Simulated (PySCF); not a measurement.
**A small calculation by hand: entropy of an ideal gas**

TeCl2, SMILES Cl[Te]Cl.

Geometry: B3LYP-D3(BJ)/def2-TZVP. The isomer is the one that the SMILES or the coordinates give; other isomers of the formula were not compared. The def2 effective core potentials stand for the cores of Te; spin–orbit coupling is left out.

B3LYP-D3(BJ)/def2-TZVP (PySCF) gives the harmonic wavenumbers 124, 354, 371 cm⁻¹ and the rotational temperatures 0.2309, 0.1066, 0.0729 K. The molar mass is 198.50 g/mol, the symmetry number 2, the spin multiplicity 1.

Problem. Work out the entropy at 298.15 K and 1 atm in the rigid-rotor, harmonic-oscillator model.

Solution. 
Translation (Sackur–Tetrode at 1 atm): S = R[1.5 ln M + 2.5 ln T − 1.16487] = 174.7 J/(mol K).
Rotation: q = (√π/σ) T^1.5/√(θA θB θC) = 108000, S = R[ln q + 3/2] = 108.8 J/(mol K).
Vibration: with u = 1.4388 ν/T, each mode gives R[u/(e^u − 1) − ln(1 − e^−u)]:
```json
[
 {"ν (cm⁻¹)": "124", "modes": "1", "u": "0.60", "S (J/(mol K))": "12.71"},
 {"ν (cm⁻¹)": "354", "modes": "1", "u": "1.71", "S (J/(mol K))": "4.80"},
 {"ν (cm⁻¹)": "371", "modes": "1", "u": "1.79", "S (J/(mol K))": "4.50"}
]
```
These are all the modes. Sum 22.0 J/(mol K).
Spin: R ln 1 = 0.0 J/(mol K).
Total 305.6 J/(mol K); the program's own thermochemistry gives 305.6. Translation makes up 57 % and vibration 7 %. Anharmonicity, hindered rotation and orbital degeneracy are left out.
